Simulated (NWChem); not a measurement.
System: ScF₂ cation; SMILES [F][Sc+][F]

Computed with NWChem. Pople sets run with spherical d functions. The spin multiplicity was typed, not searched, and may not be the lowest. Each level has its own optimisation; frequencies are unscaled.

```csv
level,r F–Sc (Å),highest harmonic frequency (cm⁻¹),lowest (cm⁻¹),zero-point energy (kcal/mol)
B3LYP/6-31G*,1.749,858,180,2.7
Hartree-Fock/3-21G,1.748,952,162,2.9
PBE0/def2-SVP,1.748,859,180,2.7
```
